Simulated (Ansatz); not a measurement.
`[CH3][Ge]([OH])([OH])[F]` → `OF` + `[CH3][Ge][OH]` at 500 K and 1 bar (germylene formation by 1,1-elimination).

Calculated with Ansatz (gas phase, PBE0-D4/def2-TZVP geometries, no zero-point term in ΔE). CCSD(T)/CBS is the MP2 limit (def2-TZVPP, def2-QZVPP) plus CCSD(T) − MP2 in def2-TZVPP, frozen cores. This one scheme is used for every species. For Ge outer-core shells are correlated without core-valence functions, which leaves a few kJ/mol of doubt a bond. Scalar relativity is left out up to krypton. Each species was taken in one conformer, which may not be the lowest.

```
                   species  CCSD(T)/CBS energy (Eh)  H − E (kJ/mol)  S (J/(mol·K))
`[CH3][Ge]([OH])([OH])[F]`              -2367.43423           226.2          436.6
                      `OF`               -175.42775            54.9          245.3
           `[CH3][Ge][OH]`              -2191.75471           161.1          346.9
```

H − E and S are ideal-gas, rigid-rotor, harmonic terms from PBE0-D4/def2-TZVP, for one conformer and one mirror image of each species. 1 Eh = 2625.50 kJ/mol, R = 8.31446 J/(mol·K).

Q: By hand: ΔE, ΔH, ΔS and ΔG.

A: ΔE = (-175.42775) + (-2191.75471) − (-2367.43423) = 0.25177 Eh = 661.0 kJ/mol. Δ(H − E) = 54.9 + 161.1 − 226.2 = -10.2, so ΔH = 650.8 kJ/mol. ΔS = 245.3 + 346.9 − 436.6 = 155.6 J/(mol·K). ΔG = 650.8 − 500 × (155.6)/1000 = 573.0 kJ/mol.

Q: By hand: the equilibrium constant, and the temperature at which ΔG would vanish if ΔH and ΔS stayed fixed.

A: log₁₀ K = −ΔG/(RT ln 10) = -59.9. ΔG = 0 at ΔH/ΔS = 4183 K, far beyond where these terms or the molecules hold.

The number of gas molecules changes by +1, which sets the sign of ΔS. A doubt of 5 kJ/mol in ΔE shifts log₁₀ K by 0.5 here. Other conformers and mirror images would add mixing entropy, several J/(mol·K) or more a flexible species. These are equilibria of isolated gas molecules and say nothing of rates. Largest T1 diagnostic: 0.014 (customary marks: 0.02 for closed shells, 0.045 for open ones).
